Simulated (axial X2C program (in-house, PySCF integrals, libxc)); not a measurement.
Levels of GeS⁻ by electron attachment to GeS (EOM-EA-CCSD)

Calculated with an in-house all-electron X2C program for linear molecules (integrals from PySCF): two-component X2C with atomic mean-field Coulomb and Gaunt terms, Gaussian nuclei, basis Ge dyall-acv3z, S dyall-av3z with contracted cores.

R = 2.015 Å (near the PBE0 minimum at charge 0 of the determinant lowest at the starting distance; the state shown can have its own minimum elsewhere).

Hartree–Fock spinors of GeS (one of each Kramers pair; a window near the gap, which can cut inner shells):

| ω | occupied | ε (eV) | character |
| --- | --- | --- | --- |
| 1/2 | yes | -25.33 | 60% S s, 14% Ge s, 12% Ge p |
| 1/2 | yes | -16.16 | 42% Ge s, 34% S p, 12% S s |
| 1/2 | yes | -10.42 | 39% Ge p, 38% S p, 15% Ge s |
| 1/2 | yes | -10.23 | 68% S p, 19% Ge p, 7% Ge d |
| 3/2 | yes | -10.17 | 69% S p, 18% Ge p, 7% Ge d |
| 1/2 | no | 0.23 | 64% Ge p, 14% Ge d, 9% S p |
| 3/2 | no | 0.28 | 65% Ge p, 14% Ge d, 9% S p |
| 1/2 | no | 0.87 | 62% Ge p, 36% Ge s |
| 1/2 | no | 1.11 | 54% Ge s, 32% Ge p, 7% S p |
| 1/2 | no | 1.30 | 89% Ge p, 5% S d, 3% S p |
| 3/2 | no | 1.33 | 88% Ge p, 5% S d, 4% S p |

Levels of GeS⁻ obtained by attaching an electron to GeS:

| Ω | binding energy (eV) | above lowest (cm⁻¹) | attached spinor | one-particle weight |
| --- | --- | --- | --- | --- |
| 1/2 | 0.362 | 0 | 59% Ge pπ, 14% Ge dπ, 11% S dπ | 0.95 |
| 3/2 | 0.296 | 530 | 60% Ge pπ, 14% Ge dπ, 11% S dπ | 0.95 |
| 1/2 | -0.722 | 8737 | 53% Ge pσ, 44% Ge sσ | 0.99 |
| 1/2 | -0.884 | 10048 | 43% Ge sσ, 38% Ge pσ, 8% Ge dσ | 0.99 |
| 1/2 | -1.100 | 11791 | 93% Ge pπ | 0.99 |
| 3/2 | -1.115 | 11908 | 93% Ge pπ | 0.99 |
| 1/2 | -2.296 | 21438 | 76% S pσ, 13% Ge dσ, 7% S dσ | 0.98 |

(1) What is the splitting of the first π pair in the table, and is it regular or inverted?

Negative binding energies belong to unbound states, resonances or levels that the basis set holds; within some tenths of an eV of zero the sign is not settled.

This point took 8.8 s on 1 thread of Arm Neoverse V1, on a shared host.

Reference electrons by ω block (each with its −ω partner): 1/2: 17, 3/2: 6, 5/2: 1. 10 electrons of GeS correlated (inner shells frozen), 92 natural virtual spinors (a truncated set); levels can be off by some tenths of an eV. Roots sought by Ω: (1/2: 5, 3/2: 4, 5/2: 2, 7/2: 1); the list ends where they run out and leaves out roots under 60 % one-particle weight. The solver can skip a root, and states that need a further excitation, which the method places far too high, are missing though they may lie low or lowest. T1 of the reference 0.024 (Lee–Taylor). Number of frozen shells: Ge 3 s, 2 p, 1 d; S 2 s, 1 p.

## Answers

(1) E(3/2) − E(1/2) = 530 − 0 = 530 cm⁻¹ at EOM-EA-CCSD: regular, Ω = 1/2 lower. Splittings at this level can be off by ten to twenty per cent.
